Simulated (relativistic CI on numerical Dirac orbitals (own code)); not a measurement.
## Ligand-field terms of d4

Computed with a parametric ligand-field model of a d^n configuration (Racah B and C, spin-orbit zeta, crystal field), exact diagonalisation.

Field parameters in Wybourne normalisation: Oh B⁴₀ = 21Dq, B⁴₄ = √(5/14) B⁴₀. The field is a parameter set, without covalency.

B = 920 cm⁻¹, C = 4410 cm⁻¹ (C/B = 4.79), Oh, no spin-orbit coupling. Tanabe-Sugano data, E/B above the lowest term (Δ = |10Dq|; b, c mark the second and third term of a kind):

| Δ/B | 5E | 5T2 | 3T1 | 3E | 3T2 | 1T2 | 1E | 1A1 |
| --- | --- | --- | --- | --- | --- | --- | --- | --- |
| 1.0 | 0.00 | 1.00 | 23.09 | 23.35 | 23.96 | 34.67 | 34.58 | 35.76 |
| 5.0 | 0.00 | 5.00 | 20.94 | 23.76 | 25.58 | 32.89 | 32.98 | 36.64 |
| 9.0 | 0.00 | 9.00 | 17.76 | 23.95 | 26.06 | 30.01 | 30.59 | 35.95 |
| 13.0 | 0.00 | 13.00 | 14.26 | 24.05 | 26.28 | 26.77 | 27.71 | 34.64 |
| 17.0 | 0.00 | 17.00 | 10.61 | 24.12 | 26.41 | 23.35 | 24.50 | 32.95 |
| 21.0 | 0.00 | 21.00 | 6.88 | 24.16 | 26.50 | 19.81 | 21.08 | 30.93 |
| 25.0 | 0.00 | 25.00 | 3.09 | 24.20 | 26.56 | 16.19 | 17.53 | 28.64 |
| 29.0 | 0.73 | 29.73 | 0.00 | 24.95 | 27.34 | 13.24 | 14.60 | 26.83 |
| 33.0 | 4.59 | 37.59 | 0.00 | 28.83 | 31.24 | 13.38 | 14.73 | 27.95 |
| 37.0 | 8.47 | 45.47 | 0.00 | 32.73 | 35.15 | 13.50 | 14.84 | 28.90 |
| 41.0 | 12.36 | 53.36 | 0.00 | 36.64 | 39.07 | 13.61 | 14.92 | 29.73 |
| 45.0 | 16.28 | 61.28 | 0.00 | 40.56 | 43.00 | 13.71 | 14.99 | 30.44 |

The ground term changes from 5E to 3T1 between Δ/B = 25.0 and 29.0.
